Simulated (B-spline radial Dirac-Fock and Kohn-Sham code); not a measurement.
Level of theory: configuration-average Dirac-Fock orbitals; an atomic code on a B-spline grid.

**Question.** This computed X-ray form factor belongs to an atom or ion in its tabulated ground configuration. Which?

```
sin θ/λ (Å⁻¹)     f₀
         0.09  8.831
         0.19  8.281
         0.23  7.976
         0.34  6.978
         0.41  6.287
          0.6  4.520
          1.9  1.247
         3.39  0.651
         4.99  0.292
```

**Answer.** Al⁴⁺, with 9 electrons in [He] 2s2 2p5. f₀ tends to the number of electrons as s goes to zero, which the first rows give only roughly, and the rate of fall reflects the nuclear charge, 13.
